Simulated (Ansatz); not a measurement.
A series at Ga: from `C[CH](C)[Ga]([CH](C)C)[CH](C)C`, ligands are replaced one by one, each step taking up H₂O and setting free `CCC`; n counts the steps. Ansatz, PBE0-D4/def2-TZVP geometries. Each molecule was computed in one conformer, which needn't be the lowest.

CBS adds triple-zeta CCSD(T) − MP2 to the MP2 limit, frozen cores; atoms without spin–orbit coupling. Outer-core shells of Ga are correlated without core-valence functions. Scalar relativity is left out up to krypton. Spin–orbit coupling is left out.

| n | molecule | atomization energy, CCSD(T)/CBS (kJ/mol) |
| --- | --- | --- |
| 0 | `C[CH](C)[Ga]([CH](C)C)[CH](C)C` | 11970.7 |
| 1 | `C[CH](C)[Ga]([OH])[CH](C)C` | 8839.4 |
| 2 | `C[CH](C)[Ga]([OH])[OH]` | 5692.4 |
| 3 | `[OH][Ga]([OH])[OH]` | ? |

**Question.** By hand: fit a straight line y = ȳ + b (n − n̄) to the 3 given rows and predict n = 3.

**Answer.** n̄ = 1.000, ȳ = 8834.17; Σ(n − n̄)(y − ȳ) = -6278.30, Σ(n − n̄)² = 2.000, so b = -3139.15 kJ/mol a step. Prediction: 8834.17 + (-3139.15) × (2.000) = 2555.9 kJ/mol.

**Question.** By hand: compare with the computed value, 2522.9 kJ/mol, and give the steps along the whole series.

**Answer.** The line misses by -33.0 kJ/mol (computed minus predicted). Steps: -3131.3, -3147.0, -3169.5 kJ/mol.

The steps differ by up to 38.2 kJ/mol, small against a whole step but well beyond the method's doubt, so the ligands' effects don't simply add. The miss is 0.3 % of the series' range. The energies themselves are unsure by some kJ/mol a bond, though much of that is common to the series.
